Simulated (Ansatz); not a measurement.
Basis-set extrapolation for C$_{2}$Cl$_{2}$N$_{2}$Si, SMILES `N#C[Si](Cl)(Cl)C#N` (PBE0-D4/def2-TZVP geometry, frozen core, Ansatz 0.2.0). Multiplicity 1, RHF reference.

```tsv
	def2-TZVPP	def2-QZVPP
HF	-1392.782416	-1392.823578
MP2 correlation	-1.145902	-1.238052
CCSD(T) correlation	-1.235920	not run
```

Energies in hartree. Use E(X) = E(∞) + A·exp(−7.88·√X) for Hartree–Fock and E(X) = E(∞) + B·X^(−2.97) for correlation, with X = 3 and 4, and add CCSD(T) minus MP2 of the smaller set to the MP2 limit.

Question: What is the CCSD(T) energy at the basis-set limit?

Answer: HF limit: -1392.823578 + (-0.041162) × 0.13774 = -1392.82925. MP2 limit: -1.238052 + (-0.092150) × 0.74074 = -1.30631. Higher-order term: -1.235920 − (-1.145902) = -0.09002. Total: -1394.22558 hartree, 544.1 kJ/mol below CCSD(T)/def2-TZVPP.
